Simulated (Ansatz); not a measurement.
Si₆H₁₁, a cluster with a defect cut from the lattice of silicon (one cap removed). The state is a doublet with charge 0. Geometry PBE-D4/def2-SVP, basis def2-TZVP, Ansatz.

```xyz
17

Si    0.843    1.463   -1.627
Si   -0.029    0.853    2.184
Si    0.129   -2.054   -0.299
Si   -0.181   -0.598   -2.125
Si   -1.025   -1.189    1.563
Si   -0.113    2.291    0.341
H     0.637    2.455   -2.744
H     2.328    1.236   -1.472
H    -0.755    1.480    3.347
H     1.394    0.581    2.614
H    -0.351   -3.444   -0.632
H     1.600   -2.126    0.026
H    -1.658   -0.382   -2.336
H     0.400   -1.186   -3.386
H    -2.463   -0.945    1.181
H    -0.994   -2.163    2.714
H     0.236    3.728    0.651
```

| run | HOMO (eV) | LUMO (eV) |
| --- | --- | --- |
| A | -5.16 | -3.75 |
| B | -5.51 | -3.39 |
| C | -6.93 | -2.05 |
| D | -8.67 | -0.64 |
| E | -5.78 | -3.26 |
| F | -6.17 | -2.88 |

LC-ωPBE has ω = 0.4 bohr⁻¹. HSE06 is defined as in plane-wave codes, on full-range PBE exchange.

HOMO and LUMO are taken over both spins.

Question: The runs used BHLYP, HSE06, LC-ωPBE, PBE, PBE0, r2SCAN. Estimate which is which.

Answer: A PBE (0 % exact exchange); B r2SCAN (0 % exact exchange); C BHLYP (50 % exact exchange); D LC-ωPBE (range-separated); E HSE06 (range-separated); F PBE0 (25 % exact exchange). Exact exchange lowers occupied and raises empty levels; among semilocal functionals meta-GGAs tend to open the gap a little, and such runs are hard to tell apart. The gap grows from 1.41 eV (PBE) to 8.03 eV (LC-ωPBE).
